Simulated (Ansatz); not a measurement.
`[F][SbH][SiH3]` + F• → `[F][Sb][SiH3]`• + H–F at 400 K and 1 bar (hydrogen abstraction from the Sb–H bond).

Isolated molecules relaxed with PBE0-D4/def2-TZVP in Ansatz; ΔE leaves out vibrations. CBS: MP2 limit from def2 TZ/QZ plus the TZ coupled-cluster correction, frozen cores. This one scheme is used for every species, atoms too. Open shells (•) are unrestricted, without spin–orbit coupling. Spin–orbit coupling would lower the free atoms: a little for F. def2 core potentials past Kr. For Sb outer-core shells are correlated without core-valence functions, so the limit isn't a true one: a few kJ/mol of doubt a bond, and 10 to 20 or more in all where bonds break to atoms.

```json
{"species": "`[F][SbH][SiH3]`", "CCSD(T)/CBS energy (Eh)": "-631.30007", "H − E (kJ/mol)": "114.6", "S (J/(mol·K))": "359.4"}
{"species": "F•", "CCSD(T)/CBS energy (Eh)": "-99.66871", "H − E (kJ/mol)": "8.3", "S (J/(mol·K))": "166.6"}
{"species": "`[F][Sb][SiH3]`•", "CCSD(T)/CBS energy (Eh)": "-630.68897", "H − E (kJ/mol)": "93.7", "S (J/(mol·K))": "359.0"}
{"species": "H–F", "CCSD(T)/CBS energy (Eh)": "-100.39570", "H − E (kJ/mol)": "36.5", "S (J/(mol·K))": "182.2"}
```

H − E and S are ideal-gas, rigid-rotor, harmonic terms from PBE0-D4/def2-TZVP, for one conformer and one mirror image of each species, with the whole ground term of open shells counted as degenerate. 1 Eh = 2625.50 kJ/mol, R = 8.31446 J/(mol·K).

By hand: ΔE, ΔH, ΔS and ΔG.

ΔE = (-630.68897) + (-100.39570) − (-631.30007) − (-99.66871) = -0.11589 Eh = -304.3 kJ/mol. Δ(H − E) = 93.7 + 36.5 − 114.6 − 8.3 = 7.3, so ΔH = -297.0 kJ/mol. ΔS = 359.0 + 182.2 − 359.4 − 166.6 = 15.2 J/(mol·K). ΔG = -297.0 − 400 × (15.2)/1000 = -303.1 kJ/mol.

By hand: the equilibrium constant, and the temperature at which ΔG would vanish if ΔH and ΔS stayed fixed.

log₁₀ K = −ΔG/(RT ln 10) = 39.6. ΔH and −TΔS have one sign here, so there is no such temperature.

ΔH outweighs TΔS. A doubt of 5 kJ/mol in ΔE shifts log₁₀ K by 0.7 here. Other conformers and mirror images would add mixing entropy, several J/(mol·K) or more a flexible species. These are equilibria of isolated gas molecules and say nothing of rates. Largest T1 diagnostic: 0.016 (customary marks: 0.02 for closed shells, 0.045 for open ones).
